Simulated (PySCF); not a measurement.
## Relaxation of singlet WO(OH)₂

Level of theory: PBE0 in PySCF with W def2-TZVP with ECP60, O def2-TZVP, H def2-TZVP; scalar-relativistic core potentials, no spin–orbit coupling; density-fitted integrals. A (50,194) grid was used.

A hand-made trigonal planar (heavy-atom frame) start, of Cs symmetry, held to at least that symmetry:

```xyz
6
charge 0 multiplicity 1, angstrom
W     0.0270   -0.0032    0.0000
O     1.7970   -0.0032    0.0000
O    -0.9730    1.7289    0.0000
O    -0.9730   -1.7353    0.0000
H    -0.6447    2.6310    0.0000
H    -1.9184   -1.9020    0.0000
```

Optimiser trace:
| step | E − E(last) (kJ/mol) | largest gradient (Eh/bohr) |
| --- | --- | --- |
| 0 | 86.08 | 0.09358 |
| 1 | 13.31 | 0.06531 |
| 2 | 3.24 | 0.01403 |
| 3 | 1.62 | 0.00365 |
| 4 | 0.82 | 0.00330 |
| 5 | 0.48 | 0.00192 |
| 6 | 0.37 | 0.00193 |
| 7 | 0.22 | 0.00284 |
| 8 | 0.10 | 0.00241 |
| 9 | 0.02 | 0.00116 |
| 10 | 0.00 | 0.00021 |
| 11 | 0.00 | 0.00007 |

It ends at Cs with O–H 0.957 Å, O–H 0.959 Å, W–O 1.681 Å, W–O 1.851 Å, W–O 1.855 Å; H–O–W 131.3°, H–O–W 139.6°, O–W–O 112.8°, O–W–O 115.7°, O–W–O 131.4° (after a last refinement on a finer grid). A frequency run shows a minimum.

Spin–orbit coupling, left out here, can matter for elements this heavy.
